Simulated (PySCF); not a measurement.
## Basis and Hamiltonian dependence of the excitation energy of Ga

Ga [Ar] 3d10 4s2 4p1 (2P) → Ga [Ar] 3d10 4s2 5s1 (2S). All values are computed (PySCF 2.14, energy differences of UHF-based or UKS calculations, no spin-orbit coupling). Values in eV.

```tsv
basis	Hamiltonian	functions	UHF	LDA	PBE0	MP2 (valence)	CCSD(T) (valence)	CCSD(T) (valence and next inner shell)
aug-cc-pVDZ-PP with ECP10MDF	ECP	32	2.895	2.955	2.959	2.908	2.948	n/a
aug-cc-pVDZ-DK	spin-free X2C	36	2.933	3.042	3.025	2.939	2.977	n/a
aug-cc-pwCVDZ-PP with ECP10MDF	ECP	48	2.898	2.960	2.962	2.917	2.964	2.944
def2-TZVPPD	non-relativistic	54	3.132	3.159	3.150	3.172	3.216	3.249
aug-cc-pVTZ-PP with ECP10MDF	ECP	55	2.843	2.929	2.936	2.923	2.966	n/a
x2c-TZVPPall with one added diffuse shell each of s, p, d type	spin-free X2C	57	3.001	3.061	3.043	3.047	3.085	3.121
aug-cc-pVTZ-PP with one added diffuse shell each of s, d, f type with ECP10MDF	ECP	68	2.814	2.925	2.931	2.905	2.948	n/a
aug-cc-pVQZ-PP with ECP10MDF	ECP	89	2.841	2.936	2.946	2.940	2.975	n/a
dyall-av2z	non-relativistic	92	2.987	3.066	3.053	2.995	3.042	n/a
aug-cc-pVQZ-DK	spin-free X2C	93	2.841	2.971	2.964	2.940	2.975	n/a
def2-QZVPPD	non-relativistic	95	2.951	3.059	3.051	3.034	3.069	n/a
aug-cc-pwCVTZ-PP with ECP10MDF	ECP	96	2.845	2.944	2.949	2.927	2.970	n/a
aug-cc-pVQZ-PP with one added diffuse shell each of s, p, d, f, g type with ECP10MDF	ECP	114	2.816	2.932	2.942	2.924	n/a	n/a
```

Question: Estimate the row for aug-cc-pV5Z-PP with ECP10MDF (ECP, 136 functions).

Answer: From the rows with the same Hamiltonian and similar size; the calculation gives UHF 2.82; LDA 2.94; PBE0 2.95; MP2 (valence) 2.94 (eV).

Frozen in the all-electron rows: valence: [Ar] 3d10; valence and next inner shell: [Ne]; with a core potential, the same shells as far as they lie outside it.

Non-relativistic rows lack the scalar-relativistic shift.

Reference for a calculation without spin-orbit coupling: 3.005 eV (measured, between term centres; NIST).
